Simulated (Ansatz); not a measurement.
Mulliken charges of C₂H₂AlF (`C#[C][AlH][F]`) from ωB97M-V/def2-TZVPP in Ansatz (PBE0-D4/def2-TZVP geometry).

```json
{"atom": "C1", "x (Å)": "1.662", "y (Å)": "-0.285", "z (Å)": "-0.787", "charge (e)": "0.053"}
{"atom": "C2", "x (Å)": "0.577", "y (Å)": "-0.112", "z (Å)": "-0.280", "charge (e)": "-0.557"}
{"atom": "Al3", "x (Å)": "-1.100", "y (Å)": "0.210", "z (Å)": "0.538", "charge (e)": "0.715"}
{"atom": "F4", "x (Å)": "-2.308", "y (Å)": "-0.871", "z (Å)": "0.254", "charge (e)": "-0.341"}
{"atom": "H5", "x (Å)": "2.617", "y (Å)": "-0.442", "z (Å)": "-1.236", "charge (e)": "0.232"}
{"atom": "H6", "x (Å)": "-1.406", "y (Å)": "1.436", "z (Å)": "1.465", "charge (e)": "-0.102"}
```

Task: By hand: the dipole of these point charges (1 e Å = 4.8032 D).

Result: Σ q r = (0.518, 0.245, -0.024) e Å, of length 0.574 e Å = 2.76 D.

Task: How does the dipole of the full density compare? (Estimate.)

Result: The calculation gave: (0.334, 0.153, -0.019) e Å, 1.77 D; the point charges give 1.56 times that, at 1° from its direction.

Point charges leave out the atoms' own dipoles, such as those of lone pairs, and Mulliken's split depends on the basis, so the two needn't agree.
